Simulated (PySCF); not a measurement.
Work out the structure from these simulated measurements.

Elements present: Al, C, H and O. Monoisotopic mass: 120.0367 u.

| Item | Value |
| --- | --- |
| Rotational structure | rotational constants A, B, C: 1.876, 1.848, 0.948 GHz [PBE0-D3(BJ)/def2-SVP] |
| Polarisability | 71.0 au [wB97X-D/def2-SVPD] |
| 13C NMR | chemical shifts (computed TMS as zero) by class: 54.6 (3 C) ppm [GIAO B3LYP/pcSseg-1 (pcSseg-2 on Al)] |
| Triplet | lowest triplet excitation (Tamm–Dancoff): 6.41 eV [TDA wB97X-D/def2-SVPD] |
| Dipole | 0.06 D [wB97X-D/def2-SVPD] |
| Valence photoelectron | vertical ionisation energy: 10.13 eV [ΔSCF wB97X-D/def2-SVPD] |
| UV, strongest line | among the 15 lowest singlet transitions: S7/S8 at 8.18 eV (152 nm, f = 0.251 summed over these states) [TDDFT wB97X-D/def2-SVPD] |
| NMR, other nuclei | isotropic shieldings of nuclei other than C and H, by class: 336 (3 O), 481 (1 Al) ppm [GIAO B3LYP/pcSseg-1 (pcSseg-2 on Al)] |
| XPS | C1s 292.2 (×3), O1s 537.6 (×3), Al1s 1567.2 eV [ΔSCF SCAN, pcX-2 on the ionised atom, pcseg-1 elsewhere, spin-free X2C] |
| 1H NMR | chemical shifts (computed TMS as zero) by class: 3.80 (9 H) ppm [GIAO B3LYP/pcSseg-1 (pcSseg-2 on Al)] |

Electronic properties: PySCF, gas phase, density fitting. Levels stand in brackets. One conformer (not necessarily the lowest) at the PBE0-D3(BJ)/def2-SVP geometry, without solvent, vibrations or thermal averaging. NMR values are class means; diastereotopic atoms form classes of their own.

Problem. Which formula fits the mass and the elements?

Solution. C3H9AlO3 (calculated 120.0367). No other formula that holds each of these elements comes within 0.0003 u with a fitting electron parity and a possible valence count.

Problem. What is the compound? Reason from the data.

Solution. 3 carbons fall into 1 class: carbon bonded to O and 3 H (54.6 ppm, 3 C). All hydrogens form one class (3.80 ppm): hydrogen on carbon. The other shieldings belong to: 336 ppm, oxygen bonded to Al and C; 481 ppm, aluminium bonded to 3 O. The core levels belong to: C1s 292.2 eV, carbon bonded to O and 3 H; O1s 537.6 eV, oxygen bonded to Al and C; Al1s 1567.2 eV, aluminium bonded to 3 O. One atom of each topological class was ionised and stands for its class. By its constants the optimised geometry is a nearly oblate symmetric top. Structure: `C[O][Al]([O]C)[O]C` (Al(OMe)3). Computed isomers that give other values at the same levels: `C[O+]([AlH3-])COC=O` (rotational constant A: 4.328 GHz; this holds for the one conformer computed). The assignments are read from this structure; whether some other isomer fits the data as well wasn't checked.
